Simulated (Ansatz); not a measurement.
`C[O][Ga]([Br])[O][SiH3]` and `C[O][Ga]([SH])[Br]` differ in one atom or group.

Ansatz, PBE0-D4/def2-TZVP geometries, multiplicity 1. Each molecule was computed in one conformer, which needn't be the lowest.

Scalar relativity is left out up to krypton.

```tsv
property	`C[O][Ga]([Br])[O][SiH3]`
HOMO energy (B3LYP/def2-TZVPP) / eV	-8.06
HOMO–LUMO gap (B3LYP/def2-TZVPP) / eV	6.32
HOMO energy (ωB97M-V/def2-TZVPP) / eV	-10.68
LUMO energy (PBE0/def2-TZVPP) / eV	-1.43
HOMO–LUMO gap (PBE0/def2-TZVPP) / eV	6.87
size of the dipole moment (PBE/def2-TZVPP) / D	1.21
```

Q: Give the same properties after the change, and the shifts. (An estimate is asked.)

A: Ansatz gave: 
| property | `C[O][Ga]([SH])[Br]` | shift |
| --- | --- | --- |
| HOMO energy (B3LYP/def2-TZVPP) / eV | -7.66 | 0.40 |
| HOMO–LUMO gap (B3LYP/def2-TZVPP) / eV | 6.14 | -0.18 |
| HOMO energy (ωB97M-V/def2-TZVPP) / eV | -10.15 | 0.53 |
| LUMO energy (PBE0/def2-TZVPP) / eV | -1.21 | 0.22 |
| HOMO–LUMO gap (PBE0/def2-TZVPP) / eV | 6.71 | -0.16 |
| size of the dipole moment (PBE/def2-TZVPP) / D | 1.29 | 0.08 |

With PBE0 the HOMO rises by 0.37 eV and the LUMO rises by 0.22 eV, so the gap narrows by about 0.15 eV. PBE moves the HOMO by 0.22 eV and ωB97M-V by 0.53 eV. Dipoles are sizes alone; their direction can turn.

B3LYP here is the variant with VWN-RPA as its local correlation; programs differ in this.

Spin–orbit coupling is left out; it splits and shifts lone-pair levels of the heavy atoms by tenths of an eV.
